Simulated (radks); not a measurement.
Question: The table gives one normalised radial function P(r) = r R(r) of Pt2+ in [Xe] 4f13.5 5d8 6s0.5 (r in bohr). Calculated with a radial shooting solver on a logarithmic mesh with Libxc functionals: scalar-relativistic Kohn-Sham, PBE, spin-polarised, spherical densities, finite nucleus; open shells are filled with parallel spins first (spin-orbit coupling, left out, can overturn this in heavy ions); Fermi nuclear charge, rms radius 5.427 fm.

r,P
0.002474,0.0000
0.003326,0.0000
0.004507,0.0000
0.00606,0.0000
0.008147,0.0001
0.01104,0.0002
0.01485,0.0005
0.01996,0.0015
0.02705,0.0044
0.03637,0.0120
0.04889,0.0311
0.06627,0.0774
0.08909,0.1738
0.1198,0.3538
0.1623,0.6474
0.2183,1.0066
0.2934,1.3221
0.3977,1.4341
0.5347,1.2589
0.7189,0.8897
0.9743,0.4874
1.31,0.2056
1.761,0.0626
2.387,0.0121
3.209,0.0014
4.314,0.0001
5.847,0.0000
7.861,0.0000

Which n and l does it have? It may be an empty orbital.

Answer: n = 4, l = 3: the number of nodes gives n - l - 1 = 0, the rise at small r (about r^(l+1), flatter next to the nucleus through relativity) gives l, and the extent must fit the shell. The curve is that of 4f up; the table hardly tells the two spins apart. 4f up: eigenvalue -98.949 eV, 0 radial nodes, <r> = 0.511 bohr, 90 % of the charge inside 0.822 bohr.
